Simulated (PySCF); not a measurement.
Simulated outer-valence photoelectron spectrum of `FB(F)C1C=C1`. Level of theory: EOM-IP-CCSD/aug-cc-pVDZ in PySCF, restricted Hartree–Fock reference, frozen core, non-relativistic, gas phase, PBE0-D3(BJ)/def2-SVP geometry.

Each root has a Gaussian of 0.6 eV full width with its one-hole share as area; cross sections and vibrations are left out, and the highest printed point is 100.

```csv
ionisation energy (eV),intensity
9.2,0
9.4,2
9.6,11
9.8,35
10.0,60
10.2,56
10.4,28
10.6,10
10.8,13
11.0,37
11.2,61
11.4,54
11.6,26
11.8,7
12.0,2
12.2,7
12.4,26
12.6,54
12.8,61
13.0,37
13.2,12
13.4,2
13.6,2
13.8,10
14.0,33
14.2,59
14.4,58
14.6,41
14.8,48
15.0,79
15.2,99
15.4,88
15.6,53
15.8,19
16.0,5
16.2,10
16.4,34
16.6,73
16.8,100
17.0,92
17.2,56
17.4,21
17.6,4
17.8,1
```

Question: Where are the maxima, and how many lines lie under the curve?

Answer: 6 maxima, at 10.1, 11.3, 12.7, 14.3, 15.2 and 16.9 eV, from 8 lines. At this width some lines have no maximum of their own.

Question: List the lines with their holes.

Answer: 
| E (eV) | leading hole (HF orbital) | area | Koopmans (eV) |
| --- | --- | --- | --- |
| 10.08 | HOMO | 0.97 | 10.17 |
| 11.26 | HOMO-1 | 0.96 | 11.90 |
| 12.74 | HOMO-2 | 0.96 | 13.76 |
| 14.29 | HOMO-3 | 0.95 | 15.82 |
| 15.07 | HOMO-4 | 0.95 | 17.44 |
| 15.40 | HOMO-5 | 0.95 | 17.64 |
| 16.70 | HOMO-6 | 0.94 | 18.55 |
| 17.01 | HOMO-7 | 0.94 | 19.10 |

The widest gap, 1.55 eV, lies between 12.74 and 14.29 eV. Only orbitals with −ε under 21 eV, eight at most, were ionised, so the high end of the curve may lack lines.

The values belong to the conformer `[F:1][B:2]([F:3])[CH:4]1[CH:5]=[CH:6]1`: F1–B2–C4–C5 -150°.
